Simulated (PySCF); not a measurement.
# Two-dimensional NMR puzzle

Compound of formula C₆H₁₄NP. Correlations simulated from computed shifts and the bond graph:

HSQC (one-bond C–H):
```csv
δH,δC
2.40,34.7
1.61,21.4
1.54,20.3
1.50,23.9
1.32,17.7
1.13,21.0
0.62,20.3
```

COSY cross peaks (H two or three bonds apart, from the bond graph; peaks can be absent where the dihedral angle is near 90°):
```csv
δH,δH
2.40,1.61
2.40,1.13
1.54,1.50
1.54,0.62
1.50,1.32
1.50,0.62
```

HMBC (two and three bonds, from the bond graph):
```csv
δH,δC
2.40,"23.9, 21.4, 21.0, 20.3"
1.61,"34.7, 21.0"
1.54,"34.7, 23.9, 17.7"
1.50,"34.7, 20.3, 17.7"
1.32,"23.9, 20.3"
1.13,"34.7, 21.4"
0.62,"34.7, 23.9, 17.7"
```

Computational details: coordinates at the GFN2-xTB level, shielding tensors at PBE0/pcSseg-1 (GIAO), in PySCF (gas phase, fast rotation and ring inversion assumed for equivalent nuclei, non-relativistic Hamiltonian, single conformer).

Scale: 1H (σ = 31.72 ppm), 13C (σ = 186.93 ppm) vs TMS (reference shieldings calculated alike).

Exchangeable hydrogens are left out of these lists.

**Question.** Assemble the structure.

**Answer.** `[C@H]1(C)[P@](C(C)C)(=N)C1`.

Mapped SMILES: `[CH3:1][CH:2]([CH3:3])[P@@:4]1(=[NH:5])[CH2:6][C@H:7]1[CH3:8]`. Each H is labelled by its parent atom. Ha(C6) is cis to C8 on the ring; Hb(C6) is trans to C8 on the ring.

1. δC 34.7 is C2, an sp3 CH bonded to P (δH 2.40).
2. δC 23.9 is C7, a three-membered-ring carbon (δH 1.50).
3. δC 21.4 is C1, a methyl carbon (δH 1.61).
4. δC 21.0 is C3, a methyl carbon (δH 1.13).
5. δC 20.3 is C6, a three-membered-ring carbon (δH 0.62, 1.54).
6. δC 17.7 is C8, a methyl carbon (δH 1.32).
7. COSY links 2.40–1.61, 2.40–1.13, 1.54–1.50, 1.54–0.62, 1.50–1.32, 1.50–0.62.

The shifts were computed for this structure.

The OH or NH signal is concentration- and solvent-dependent in practice; the value given is the gas-phase one. Shifts are as computed. Against solution values, carbons near 30 ppm lie about +3 ppm off and those near 130 ppm about +5 ppm. Of 1211 compounds with measured shifts, 218 miss one by over three times the rms of a fit or turn the order of signals round; such compounds aren't used in these exercises.
